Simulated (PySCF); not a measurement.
**Electron correlation in Si (silicon, neutral)**

[Ne] 3s2 3p1 4s1, high-spin 3P determinant (an excited configuration). Computed with PySCF 2.14 in aug-cc-pV(Q+d)Z (7s6p5d3f2g, 89 functions), with the non-relativistic Hamiltonian (point nucleus). Frozen: [Ne]; 4 electrons correlated.

| level | correlation energy (mhartree) |
| --- | --- |
| CCSD | -68.47 |
| (T) | -2.21 |
| CCSD(T) | -70.68 |

Diagnostics: T1 = 0.023, D1 = 0.0585, largest double amplitude 0.096.

The outer electron is Rydberg-like, and this basis confines it to a smaller radius and binds it less than a complete one would.

Cost of the coupled-cluster step: about 14 core-seconds, for 4 correlated electrons.
